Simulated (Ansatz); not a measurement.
A short molecular-dynamics run on ClH₃Se₃Zr (`[Cl][Zr]([SeH])([SeH])[SeH]`).

```yaml
crystal:
  periodic: [false, false, false]
  atoms:
    - {symbol: Cl, position_ang: [-2.798975, -0.604764, 0.517060]}
    - {symbol: Zr, position_ang: [-0.519597, -0.287761, 0.202935]}
    - {symbol: Se, position_ang: [0.340327, 1.786193, 1.412523]}
    - {symbol: Se, position_ang: [0.829582, -2.185648, 1.238628]}
    - {symbol: Se, position_ang: [0.019218, -0.064039, -2.288466]}
    - {symbol: H, position_ang: [-0.701669, 2.553416, 0.700228]}
    - {symbol: H, position_ang: [1.737031, -2.051224, 0.084580]}
    - {symbol: H, position_ang: [1.094091, 0.853827, -1.867489]}
basis:
  gaussian: {orbitals: def2-SVP}
hamiltonian: {xc: {name: BLYP}, dispersion: d3bj}
md: {timestep: 2 fs, n_steps: 30, ensemble: nvt_nose_hoover, temperature: 1000, initial_velocities: maxwell_boltzmann, seed: 948}
```

```sh
$ ansatz run in.yaml --threads 4 --pin off --events-out ev --progress --plain --max-ram 11315MiB
```

```csv
step,time (fs),potential energy (eV),kinetic (eV),T (K),conserved (eV)
0,0.0,-209881.6362,0.7756,1000,-209880.8607
1,2.0,-209881.6399,0.7768,1002,-209880.8632
2,4.0,-209881.6028,0.7424,957,-209880.8604
3,6.0,-209881.5723,0.7142,921,-209880.8581
4,8.0,-209881.5840,0.7230,932,-209880.8611
5,10.0,-209881.5933,0.7301,941,-209880.8635
6,12.0,-209881.5653,0.7072,912,-209880.8585
7,14.0,-209881.5506,0.6914,892,-209880.8597
8,16.0,-209881.5359,0.6743,869,-209880.8624
9,18.0,-209881.4887,0.6296,812,-209880.8602
10,20.0,-209881.4459,0.5895,760,-209880.8579
11,22.0,-209881.4437,0.5855,755,-209880.8602
12,24.0,-209881.4492,0.5886,759,-209880.8631
13,26.0,-209881.4241,0.5689,734,-209880.8585
14,28.0,-209881.4183,0.5630,726,-209880.8593
15,30.0,-209881.4205,0.5629,726,-209880.8626
16,32.0,-209881.3878,0.5336,688,-209880.8603
17,34.0,-209881.3547,0.5035,649,-209880.8583
18,36.0,-209881.3549,0.5030,649,-209880.8602
19,38.0,-209881.3617,0.5085,656,-209880.8629
20,40.0,-209881.3411,0.4939,637,-209880.8585
21,42.0,-209881.3427,0.4962,640,-209880.8594
22,44.0,-209881.3524,0.5044,650,-209880.8628
23,46.0,-209881.3250,0.4819,621,-209880.8599
24,48.0,-209881.2996,0.4601,593,-209880.8583
25,50.0,-209881.3046,0.4654,600,-209880.8602
26,52.0,-209881.3130,0.4735,610,-209880.8629
27,54.0,-209881.2918,0.4591,592,-209880.8586
28,56.0,-209881.2908,0.4601,593,-209880.8593
29,58.0,-209881.2992,0.4679,603,-209880.8628
30,60.0,-209881.2709,0.4456,575,-209880.8598
```

Velocities are drawn at the set temperature; a run this short doesn't reach equilibrium.

Frames (Å, forces in eV/Å):

```xyz
8
time=0.0 fs
Cl   -2.799   -0.605    0.517   -0.563   -0.079    0.079
Zr   -0.520   -0.288    0.203    0.099    0.021   -0.034
Se    0.340    1.786    1.413    0.416    0.091    0.368
Se    0.830   -2.186    1.239   -0.022   -0.321    0.451
Se    0.019   -0.064   -2.288   -0.190   -0.199   -0.473
H    -0.702    2.553    0.700   -0.287    0.229   -0.186
H     1.737   -2.051    0.085    0.258    0.020   -0.294
H     1.094    0.854   -1.867    0.289    0.237    0.090
8
time=2.0 fs
Cl   -2.798   -0.607    0.530   -0.541   -0.084    0.066
Zr   -0.522   -0.290    0.192    0.111    0.092    0.097
Se    0.342    1.787    1.419    0.112    0.193    0.128
Se    0.827   -2.183    1.241    0.545   -0.204   -0.211
Se    0.020   -0.064   -2.292   -0.091   -0.090   -0.486
H    -0.685    2.582    0.676   -0.012    0.025   -0.010
H     1.836   -1.974    0.122   -0.330   -0.081    0.368
H     1.154    0.757   -1.803    0.205    0.150    0.048
8
time=4.0 fs
Cl   -2.798   -0.609    0.544   -0.509   -0.087    0.051
Zr   -0.524   -0.293    0.181    0.121    0.167    0.228
Se    0.343    1.788    1.426   -0.179    0.307   -0.120
Se    0.825   -2.180    1.243    0.957   -0.067   -0.571
Se    0.021   -0.064   -2.296    0.325    0.184   -0.349
H    -0.669    2.612    0.652    0.250   -0.189    0.177
H     1.923   -1.901    0.173   -0.761   -0.203    0.722
H     1.221    0.665   -1.737   -0.205   -0.112   -0.138
8
time=6.0 fs
Cl   -2.798   -0.611    0.557   -0.466   -0.088    0.033
Zr   -0.526   -0.295    0.171    0.118    0.237    0.365
Se    0.345    1.789    1.433   -0.301    0.299   -0.254
Se    0.824   -2.177    1.246    1.027    0.010   -0.559
Se    0.022   -0.064   -2.300    0.711    0.353   -0.198
H    -0.643    2.634    0.635    0.340   -0.273    0.250
H     1.980   -1.835    0.252   -0.846   -0.264    0.696
H     1.281    0.569   -1.676   -0.585   -0.273   -0.332
8
time=8.0 fs
Cl   -2.798   -0.613    0.570   -0.413   -0.086    0.011
Zr   -0.528   -0.297    0.160    0.092    0.291    0.515
Se    0.346    1.790    1.440   -0.225    0.122   -0.233
Se    0.823   -2.175    1.247    0.698   -0.035   -0.246
Se    0.023   -0.063   -2.304    0.856    0.352   -0.144
H    -0.604    2.646    0.627    0.232   -0.181    0.164
H     2.005   -1.779    0.358   -0.526   -0.201    0.361
H     1.318    0.463   -1.627   -0.714   -0.262   -0.427
8
time=10.0 fs
Cl   -2.800   -0.615    0.584   -0.350   -0.081   -0.013
Zr   -0.531   -0.300    0.150    0.042    0.330    0.673
Se    0.347    1.791    1.446   -0.017   -0.187   -0.085
Se    0.822   -2.172    1.249    0.009   -0.234    0.230
Se    0.024   -0.063   -2.309    0.709    0.240   -0.232
H    -0.556    2.651    0.626   -0.010    0.051   -0.052
H     2.010   -1.731    0.477    0.154    0.019   -0.140
H     1.328    0.347   -1.595   -0.537   -0.136   -0.380
8
time=12.0 fs
Cl   -2.801   -0.618    0.597   -0.282   -0.077   -0.039
Zr   -0.533   -0.302    0.140   -0.016    0.367    0.830
Se    0.348    1.792    1.453    0.156   -0.483    0.056
Se    0.821   -2.170    1.251   -0.570   -0.444    0.515
Se    0.026   -0.062   -2.313    0.317    0.106   -0.459
H    -0.509    2.658    0.622   -0.215    0.270   -0.260
H     2.020   -1.682    0.591    0.719    0.249   -0.444
H     1.318    0.225   -1.578   -0.108    0.012   -0.198
8
time=14.0 fs
Cl   -2.803   -0.620    0.611   -0.214   -0.074   -0.066
Zr   -0.535   -0.304    0.130   -0.061    0.413    0.975
Se    0.350    1.793    1.459    0.113   -0.562    0.006
Se    0.820   -2.167    1.253   -0.362   -0.361    0.344
Se    0.029   -0.062   -2.318   -0.098    0.043   -0.713
H    -0.470    2.675    0.609   -0.202    0.275   -0.269
H     2.059   -1.624    0.689    0.485    0.183   -0.287
H     1.303    0.104   -1.568    0.339    0.083    0.011
8
time=16.0 fs
Cl   -2.805   -0.623    0.624   -0.150   -0.072   -0.093
Zr   -0.537   -0.305    0.121   -0.080    0.471    1.103
Se    0.351    1.794    1.466   -0.124   -0.408   -0.255
Se    0.819   -2.165    1.255    0.368   -0.030    0.029
Se    0.031   -0.061   -2.323   -0.176    0.069   -0.780
H    -0.439    2.703    0.585    0.005    0.049   -0.062
H     2.115   -1.558    0.775   -0.277   -0.135    0.018
H     1.301   -0.014   -1.558    0.434    0.055    0.041
8
time=18.0 fs
Cl   -2.807   -0.626    0.637   -0.090   -0.070   -0.122
Zr   -0.539   -0.307    0.112   -0.078    0.531    1.215
Se    0.352    1.794    1.472   -0.358   -0.215   -0.544
Se    0.818   -2.163    1.257    0.917    0.254   -0.118
Se    0.033   -0.060   -2.328    0.153    0.086   -0.605
H    -0.407    2.733    0.559    0.211   -0.210    0.180
H     2.162   -1.498    0.862   -0.856   -0.407    0.153
H     1.316   -0.130   -1.546    0.101    0.031   -0.158
8
time=20.0 fs
Cl   -2.810   -0.628    0.650   -0.030   -0.065   -0.152
Zr   -0.541   -0.308    0.104   -0.068    0.579    1.315
Se    0.353    1.794    1.478   -0.460   -0.152   -0.701
Se    0.818   -2.161    1.259    1.030    0.346   -0.094
Se    0.035   -0.059   -2.334    0.566    0.031   -0.373
H    -0.367    2.754    0.539    0.285   -0.329    0.291
H     2.175   -1.453    0.954   -0.992   -0.488    0.114
H     1.335   -0.245   -1.540   -0.331    0.078   -0.400
8
time=22.0 fs
Cl   -2.812   -0.631    0.663    0.029   -0.058   -0.183
Zr   -0.543   -0.309    0.096   -0.065    0.611    1.407
Se    0.354    1.795    1.484   -0.412   -0.281   -0.664
Se    0.818   -2.158    1.262    0.680    0.200    0.010
Se    0.037   -0.059   -2.340    0.787   -0.052   -0.252
H    -0.317    2.763    0.531    0.212   -0.248    0.209
H     2.150   -1.427    1.052   -0.658   -0.327   -0.010
H     1.341   -0.357   -1.549   -0.574    0.155   -0.519
8
time=24.0 fs
Cl   -2.814   -0.634    0.676    0.089   -0.048   -0.214
Zr   -0.546   -0.310    0.089   -0.072    0.630    1.494
Se    0.355    1.795    1.489   -0.269   -0.569   -0.462
Se    0.818   -2.156    1.264   -0.077   -0.195    0.100
Se    0.040   -0.058   -2.346    0.732   -0.092   -0.286
H    -0.258    2.763    0.531    0.047   -0.001   -0.035
H     2.101   -1.414    1.148    0.087    0.086   -0.126
H     1.325   -0.462   -1.579   -0.537    0.190   -0.472
8
time=26.0 fs
Cl   -2.816   -0.637    0.688    0.146   -0.038   -0.243
Zr   -0.548   -0.311    0.083   -0.080    0.645    1.576
Se    0.355    1.795    1.495   -0.150   -0.857   -0.247
Se    0.818   -2.153    1.266   -0.784   -0.610    0.084
Se    0.043   -0.057   -2.352    0.426   -0.031   -0.456
H    -0.198    2.763    0.530   -0.093    0.250   -0.289
H     2.054   -1.397    1.240    0.778    0.518   -0.139
H     1.289   -0.561   -1.626   -0.244    0.122   -0.286
8
time=28.0 fs
Cl   -2.819   -0.640    0.700    0.196   -0.028   -0.271
Zr   -0.550   -0.311    0.077   -0.071    0.667    1.647
Se    0.356    1.794    1.500   -0.173   -0.910   -0.247
Se    0.818   -2.151    1.268   -0.684   -0.564    0.011
Se    0.046   -0.056   -2.358    0.008    0.130   -0.674
H    -0.141    2.772    0.517   -0.090    0.272   -0.321
H     2.037   -1.360    1.327    0.652    0.481   -0.099
H     1.243   -0.655   -1.684    0.162   -0.048   -0.047
8
time=30.0 fs
Cl   -2.820   -0.643    0.712    0.235   -0.020   -0.295
Zr   -0.553   -0.311    0.072   -0.038    0.692    1.699
Se    0.356    1.793    1.505   -0.311   -0.693   -0.505
Se    0.818   -2.149    1.270    0.040   -0.090    0.031
Se    0.050   -0.056   -2.365   -0.224    0.254   -0.773
H    -0.087    2.791    0.492    0.028    0.029   -0.089
H     2.046   -1.305    1.410   -0.102    0.008   -0.149
H     1.203   -0.751   -1.745    0.371   -0.180    0.081
8
time=32.0 fs
Cl   -2.822   -0.646    0.724    0.267   -0.012   -0.317
Zr   -0.555   -0.310    0.068    0.015    0.707    1.729
Se    0.356    1.792    1.510   -0.436   -0.419   -0.813
Se    0.817   -2.147    1.273    0.611    0.333    0.119
Se    0.053   -0.055   -2.372   -0.072    0.151   -0.665
H    -0.032    2.812    0.464    0.135   -0.264    0.199
H     2.050   -1.250    1.488   -0.702   -0.417   -0.265
H     1.178   -0.854   -1.802    0.183   -0.079    0.013
8
time=34.0 fs
Cl   -2.823   -0.649    0.735    0.294   -0.004   -0.338
Zr   -0.557   -0.310    0.064    0.069    0.706    1.740
Se    0.356    1.790    1.514   -0.478   -0.286   -0.973
Se    0.817   -2.145    1.275    0.745    0.481    0.171
Se    0.056   -0.054   -2.379    0.271   -0.146   -0.471
H     0.028    2.822    0.443    0.160   -0.409    0.343
H     2.028   -1.210    1.555   -0.858   -0.563   -0.342
H     1.159   -0.960   -1.859   -0.202    0.221   -0.130
8
time=36.0 fs
Cl   -2.824   -0.652    0.746    0.318    0.006   -0.356
Zr   -0.560   -0.309    0.061    0.109    0.690    1.740
Se    0.356    1.788    1.518   -0.449   -0.366   -0.911
Se    0.818   -2.143    1.277    0.445    0.306    0.111
Se    0.059   -0.053   -2.387    0.504   -0.425   -0.336
H     0.094    2.817    0.435    0.117   -0.337    0.265
H     1.972   -1.192    1.609   -0.571   -0.378   -0.305
H     1.133   -1.058   -1.921   -0.472    0.504   -0.206
8
time=38.0 fs
Cl   -2.825   -0.655    0.757    0.338    0.016   -0.373
Zr   -0.562   -0.308    0.059    0.132    0.668    1.733
Se    0.356    1.786    1.521   -0.395   -0.620   -0.655
Se    0.818   -2.141    1.280   -0.210   -0.195   -0.110
Se    0.063   -0.052   -2.395    0.503   -0.526   -0.297
H     0.165    2.799    0.438    0.052   -0.086   -0.005
H     1.895   -1.189    1.652    0.076    0.142   -0.109
H     1.088   -1.136   -1.990   -0.497    0.601   -0.184
8
time=40.0 fs
Cl   -2.825   -0.658    0.767    0.353    0.025   -0.386
Zr   -0.564   -0.306    0.057    0.150    0.649    1.716
Se    0.355    1.784    1.525   -0.372   -0.881   -0.372
Se    0.818   -2.139    1.282   -0.826   -0.738   -0.397
Se    0.067   -0.052   -2.403    0.272   -0.371   -0.325
H     0.237    2.778    0.440    0.020    0.176   -0.297
H     1.820   -1.180    1.690    0.686    0.707    0.151
H     1.025   -1.192   -2.067   -0.284    0.433   -0.090
8
time=42.0 fs
Cl   -2.825   -0.661    0.777    0.361    0.032   -0.395
Zr   -0.566   -0.304    0.056    0.179    0.637    1.683
Se    0.354    1.781    1.528   -0.394   -0.903   -0.322
Se    0.818   -2.137    1.284   -0.764   -0.690   -0.440
Se    0.071   -0.052   -2.411   -0.094    0.015   -0.365
H     0.311    2.763    0.431    0.032    0.211   -0.349
H     1.772   -1.144    1.735    0.614    0.669    0.166
H     0.950   -1.231   -2.148    0.067    0.028    0.022
8
time=44.0 fs
Cl   -2.825   -0.664    0.786    0.362    0.037   -0.401
Zr   -0.568   -0.302    0.056    0.228    0.624    1.628
Se    0.353    1.778    1.530   -0.411   -0.644   -0.567
Se    0.818   -2.135    1.286   -0.182   -0.059   -0.186
Se    0.075   -0.051   -2.419   -0.368    0.373   -0.342
H     0.386    2.757    0.409    0.036   -0.022   -0.099
H     1.747   -1.082    1.786    0.017    0.037   -0.113
H     0.878   -1.269   -2.228    0.317   -0.345    0.081
8
time=46.0 fs
Cl   -2.824   -0.667    0.795    0.359    0.042   -0.403
Zr   -0.570   -0.300    0.057    0.290    0.598    1.549
Se    0.352    1.775    1.533   -0.383   -0.325   -0.881
Se    0.818   -2.133    1.288    0.267    0.515    0.071
Se    0.078   -0.051   -2.428   -0.337    0.314   -0.236
H     0.463    2.750    0.382   -0.002   -0.305    0.225
H     1.723   -1.019    1.832   -0.448   -0.544   -0.391
H     0.818   -1.320   -2.305    0.254   -0.293    0.066
8
time=48.0 fs
Cl   -2.822   -0.670    0.804    0.353    0.047   -0.404
Zr   -0.572   -0.297    0.058    0.347    0.553    1.449
Se    0.350    1.771    1.535   -0.338   -0.148   -1.039
Se    0.817   -2.132    1.290    0.368    0.726    0.156
Se    0.082   -0.050   -2.436   -0.111   -0.133   -0.120
H     0.539    2.731    0.365   -0.055   -0.443    0.397
H     1.681   -0.976    1.864   -0.556   -0.757   -0.489
H     0.768   -1.383   -2.379   -0.009    0.155    0.050
8
time=50.0 fs
Cl   -2.821   -0.673    0.812    0.346    0.054   -0.401
Zr   -0.574   -0.295    0.060    0.387    0.496    1.331
Se    0.349    1.768    1.537   -0.325   -0.175   -0.957
Se    0.817   -2.129    1.292    0.153    0.525    0.026
Se    0.086   -0.050   -2.445    0.054   -0.566   -0.044
H     0.614    2.694    0.362   -0.069   -0.378    0.329
H     1.618   -0.962    1.877   -0.338   -0.548   -0.362
H     0.717   -1.440   -2.452   -0.209    0.591    0.078
8
time=52.0 fs
Cl   -2.819   -0.675    0.819    0.338    0.061   -0.396
Zr   -0.576   -0.292    0.063    0.410    0.435    1.200
Se    0.347    1.764    1.538   -0.382   -0.359   -0.668
Se    0.817   -2.127    1.294   -0.298   -0.082   -0.322
Se    0.089   -0.049   -2.454    0.056   -0.708    0.018
H     0.686    2.644    0.372   -0.010   -0.157    0.053
H     1.542   -0.970    1.876    0.127    0.076   -0.010
H     0.658   -1.474   -2.522   -0.242    0.734    0.126
8
time=54.0 fs
Cl   -2.816   -0.678    0.827    0.328    0.068   -0.389
Zr   -0.577   -0.288    0.066    0.427    0.374    1.060
Se    0.345    1.760    1.539   -0.486   -0.546   -0.339
Se    0.817   -2.125    1.296   -0.711   -0.759   -0.706
Se    0.093   -0.050   -2.462   -0.082   -0.481    0.107
H     0.758    2.587    0.384    0.098    0.072   -0.259
H     1.471   -0.974    1.875    0.556    0.767    0.379
H     0.589   -1.481   -2.587   -0.130    0.505    0.147
8
time=56.0 fs
Cl   -2.813   -0.681    0.834    0.314    0.074   -0.380
Zr   -0.578   -0.285    0.069    0.457    0.312    0.920
Se    0.343    1.756    1.539   -0.527   -0.526   -0.241
Se    0.816   -2.122    1.298   -0.673   -0.738   -0.721
Se    0.096   -0.050   -2.471   -0.285    0.049    0.253
H     0.834    2.533    0.387    0.143    0.114   -0.331
H     1.421   -0.949    1.889    0.522    0.743    0.392
H     0.516   -1.468   -2.647    0.048   -0.029    0.109
8
time=58.0 fs
Cl   -2.810   -0.684    0.840    0.295    0.080   -0.369
Zr   -0.579   -0.281    0.073    0.505    0.244    0.784
Se    0.340    1.751    1.540   -0.416   -0.272   -0.454
Se    0.815   -2.121    1.299   -0.296   -0.026   -0.368
Se    0.100   -0.050   -2.480   -0.422    0.548    0.426
H     0.916    2.483    0.376    0.035   -0.055   -0.083
H     1.390   -0.895    1.917    0.138    0.012    0.024
H     0.444   -1.456   -2.703    0.162   -0.530    0.041
8
time=60.0 fs
Cl   -2.807   -0.686    0.846    0.274    0.085   -0.357
Zr   -0.580   -0.278    0.077    0.556    0.165    0.650
Se    0.338    1.747    1.540   -0.218    0.021   -0.752
Se    0.814   -2.119    1.300   -0.006    0.610   -0.043
Se    0.103   -0.050   -2.488   -0.405    0.533    0.522
H     0.999    2.431    0.362   -0.157   -0.255    0.256
H     1.365   -0.841    1.947   -0.165   -0.647   -0.318
H     0.378   -1.464   -2.757    0.121   -0.512    0.043
```

Hardware: 4 threads of an Arm Neoverse V2 on a shared host. Wall time 110 s, peak host memory 0.63 GiB.
